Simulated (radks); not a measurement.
Fractional charge and spin in the 6s shell of neodymium: the spin-up occupation runs from 0 to 1 and the spin-down occupation from 0 to 1; the fullest corner is Nd, [Xe] 4f(up 2, down 2) 6s(up 1, down 1). All-electron calculation, scalar-relativistic Kohn-Sham, PBE, spin-polarised, spherical densities, point nucleus. Program: a radial shooting solver on a logarithmic mesh with Libxc functionals. Energy (eV) above the fullest corner. The planes named below are the two flat planes that join the four corners, with an edge along up + down = one added electron.

down \ up,0,0.5,1
0,16.585,10.483,5.630
0.5,10.483,5.799,2.273
1,5.630,2.273,0.000

Corners above the fullest one (they belong to Nd+ and the next ion): (up 1, down 0) 5.630 eV, (up 0, down 1) 5.630 eV, (up 0, down 0) 16.585 eV. With half an added electron in each spin the energy lies 0.168 eV from the planes, and with half an added electron in spin up alone -0.624 eV. The planes are only a guide here: the flat-plane condition holds for ground states with one frontier orbital, while this shell lies below other occupied shells, so the corners above the fullest one are inner-hole states and not the ground states of those ions.
